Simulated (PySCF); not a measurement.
C2H9B2N.
Bonds: B1–N2, N2–B3, B3–C4, B3–C5. Hydrogens: H6, H7 on B1; H8 on N2; H9, H10, H11 on C4; H12, H13, H14 on C5.

The calculation used core-valence-separated Tamm–Dancoff BHandHLYP/aug-pcX-1 (pcseg-1 on H) in PySCF, non-relativistic, gas phase, PBE0-D3(BJ)/def2-SVP geometry.

Computed boron K-edge spectrum, Gaussian lines of 0.4 eV full width, highest printed point 100; it ends one width below the last computed root. No shift to experiment was applied.

photon energy (eV), absorption and a bar:
```
    185.9          1 
    186.0          6 ##
    186.1         19 ######
    186.2         45 ##############
    186.3         76 #######################
    186.4         93 ############################
    186.5         86 ##########################
    186.6         75 ######################
    186.7         82 ########################
    186.8         99 ##############################
    186.9        100 ##############################
    187.0         74 ######################
    187.1         39 ############
    187.2         15 ####
    187.3          4 #
    187.4          1 
    187.5          0 
    187.6          0 
    187.7          0 
    187.8          0 
    187.9          0 
    188.0          0 
    188.1          0 
    188.2          0 
    188.3          0 
    188.4          0 
    188.5          0 
    188.6          0 
    188.7          0 
    188.8          0 
    188.9          0 
    189.0          0 
    189.1          0 
    189.2          0 
    189.3          0 
    189.4          0 
    189.5          0 
    189.6          0 
    189.7          0 
    189.8          0 
    189.9          0 
    190.0          0 
    190.1          0 
    190.2          0 
    190.3          1 
    190.4          4 #
    190.5          7 ##
    190.6         10 ###
    190.7         10 ###
    190.8          8 ##
    190.9          7 ##
    191.0          8 ##
    191.1         11 ###
    191.2         14 ####
    191.3         16 #####
    191.4         15 ####
    191.5         12 ####
    191.6          9 ###
```

Problem. Where are the maxima, and which lines make them up?

Solution. 4 maxima:
- 186.4 eV: B1 (three-coordinate boron), 186.40 eV, f = 0.081, 97 % of the height at the exact maximum
- 186.9 eV: B3 (three-coordinate boron), 186.87 eV, f = 0.090, 98 % of the height at the exact maximum
- 190.7 eV: B1 (three-coordinate boron), 190.63 eV, f = 0.008, 90 % of the height at the exact maximum
- 191.3 eV: B1 (three-coordinate boron), 191.20 eV, f = 0.008, 47 % of the height at the exact maximum; B1 (three-coordinate boron), 191.43 eV, f = 0.007, 39 % of the height at the exact maximum

Roots within 0.03 eV on the same or equivalent atoms count as one line; shares under 12 % aren't listed.

Vibrational structure and lifetime widths aren't in the curve. The ionisation threshold wasn't computed; near and above it a finite basis only mimics Rydberg series and continuum.

The values belong to the conformer `[BH2:1][NH:2][B:3]([CH3:4])[CH3:5]`: B1–N2–B3–C4 0°.
